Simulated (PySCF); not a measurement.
# Hartree-Fock beside MP2: Al2BFH3

These are calculations, not measurements. The program is PySCF 2.14.0, an open-source quantum chemistry code, run on an isolated molecule that a program drew, which may never have been made. The molecule is Al2BFH3 (charge 0, doublet), drawn as the SMILES string `[F][AlH][B][AlH2]`.

The geometry was optimised and harmonic frequencies were computed with HF and MP2, all in the cc-pV(D+d)Z basis, for the commonest isotopes, with a restricted reference for singlets and an unrestricted one otherwise, and a frozen core in MP2. Each result is a local minimum of its method.

Geometry at the HF minimum:
```xyz
7
Al2BFH3, angstrom
F     0.3372    1.2390   -2.9756
Al    1.6160    1.9344   -2.1772
B     2.1524    1.1224   -0.3177
Al    2.7119    0.3300    1.5461
H     2.3217    3.1489   -2.8850
H     1.9196   -0.8972    2.1531
H     3.9282    0.9741    2.3283
```

Lengths of the bonds as drawn, in Å (atoms numbered as above):
| bond | HF | MP2 |
|---|---|---|
| F1-Al2 | 1.660 | 1.680 |
| Al2-B3 | 2.099 | 2.104 |
| B3-Al4 | 2.101 | 2.098 |
| Al2-H5 | 1.573 | 1.575 |
| Al4-H6 | 1.582 | 1.582 |
| Al4-H7 | 1.583 | 1.582 |

Rotational constants, in GHz:
```
constant,HF,MP2
A,17.97,17.79
B,1.263,1.256
C,1.18,1.173
```

Harmonic frequencies in cm^-1, each column in rising order, so a row needn't be the same motion in every method:
| rank | HF | MP2 |
|---|---|---|
| 1 | 94 | 88 |
| 2 | 113 | 118 |
| 3 | 149 | 151 |
| 4 | 245 | 230 |
| 5 | 349 | 338 |
| 6 | 492 | 473 |
| 7 | 506 | 480 |
| 8 | 601 | 573 |
| 9 | 693 | 660 |
| 10 | 795 | 767 |
| 11 | 837 | 807 |
| 12 | 868 | ? |
| 13 | 1977 | 1957 |
| 14 | 1983 | 1967 |
| 15 | 2018 | 1988 |

**Estimate the missing MP2 frequency from the HF column.**

A single factor s that minimises the squared misfit of MP2 against s times HF over the other rows is sum(HF x MP2) / sum(HF^2) = 0.9832, with an rms misfit of 13 cm^-1. For rank 12 it gives 0.9832 x 868 = 853 cm^-1. The calculation gives 855 cm^-1, 2 cm^-1 above the estimate. The drawn bonds are on average 0.2 % longer in MP2 than in HF.
